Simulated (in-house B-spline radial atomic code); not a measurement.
A fraction x of an electron is removed from 4s in Ca, starting from [Ar] 4s2 and keeping the highest spin. Level of theory: scalar-relativistic (X2C) LDA exchange-only, spin-polarised, spherical fractional occupations, Fermi nucleus of rms radius 3.4776 fm; calculated with an all-electron radial atomic-structure program (B-spline basis).

```tsv
x	E(x) - E(0) (eV)	4s down level (eV)
0	0.0000	-3.043
0.11	0.3607	-3.515
0.23	0.8137	-4.036
0.34	1.2840	-4.515
0.38	1.4682	-4.690
0.5	2.0621	-5.208
0.58	2.4923	-5.548
0.64	2.8327	-5.797
0.75	3.4947	-6.234
0.97	4.9464	-6.861
1	5.1518	-
```

The exact functional would give a straight line between the two integer points. Deviations E(x) - E(0) - x[E(1) - E(0)], in eV: -0.206 at x = 0.11, -0.371 at x = 0.23, -0.468 at x = 0.34, -0.489 at x = 0.38, -0.514 at x = 0.5, -0.496 at x = 0.58, -0.464 at x = 0.64, -0.369 at x = 0.75, -0.051 at x = 0.97.

The curve lies below the straight line by up to 0.514 eV (at x = 0.5): convex, the delocalisation error that favours fractional charges.

(1) How well does Slater's transition state (minus the level at half occupation) give the ionisation energy?

Results:

(1) It gives 5.208 eV against 5.152 eV from the two total energies; NIST lists 6.11 eV, ground level to ground level.
